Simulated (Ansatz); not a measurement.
Geometry optimisation, Ansatz 0.2.0, UKS BLYP-D4/def2-SVP.

input.yaml

```yaml
crystal:
  periodic: [false, false, false]
  atoms:
    - { symbol: Zn, position_ang: [0.064314, -0.659761, -0.134197] }
    - { symbol: S, position_ang: [0.192431, -1.88765, 1.763936] }
    - { symbol: C, position_ang: [-0.025923, 0.357448, -1.797499] }
    - { symbol: H, position_ang: [-0.74393, 0.504893, 2.422405] }
    - { symbol: F, position_ang: [-0.760986, 1.349752, 2.054845] }
    - { symbol: H, position_ang: [1.417117, -1.354423, 2.047595] }
    - { symbol: H, position_ang: [-0.165402, 1.429494, -1.554792] }
    - { symbol: H, position_ang: [0.904451, 0.241743, -2.387402] }
    - { symbol: H, position_ang: [-0.881872, 0.018506, -2.414889] }
magnetization:
  spin_polarized: true
basis:
  gaussian: { orbitals: def2-SVP }
hamiltonian:
  xc: blyp
  dispersion: d4
relax:
  f_tol: 0.03
  max_steps: 50
output:
  orbitals: {}
```

Run as:

```bash
$ ansatz run input.yaml --threads 4 --pin off --max-ram 5120MiB --backend cpu --events-out ev --progress --plain --runs-dir out
```

Q: Where does it end, and by what steps?

A: The run converged. After 7 steps the energy has fallen by 0.253 eV; F5 moved furthest, 0.45 Å.

| step | energy less start (eV) | largest force component (eV/Å) | accepted |
| --- | --- | --- | --- |
| 0 | 0.0000 | 1.387 | yes |
| 1 | -0.1386 | 0.699 | yes |
| 2 | -0.2202 | 0.319 | yes |
| 3 | -0.2225 | 0.401 | yes |
| 4 | -0.1924 | 0.916 | no |
| 5 | -0.2471 | 0.110 | yes |
| 6 | -0.2484 | 0.266 | yes |
| 7 | -0.2526 | 0.025 | yes |

```xyz
9
Properties=species:S:1:pos:R:3
Zn -0.040 -0.383 0.047
S 0.111 -1.719 1.925
C -0.053 0.420 -1.737
H -0.543 0.247 2.214
F -0.718 1.069 1.703
H 1.421 -1.377 2.111
H -0.170 1.518 -1.647
H 0.889 0.203 -2.279
H -0.897 0.023 -2.337
```

Time of the run: 27 s on 4 threads of Arm Neoverse N1, with other jobs on the host, peak memory 0.19 GiB.
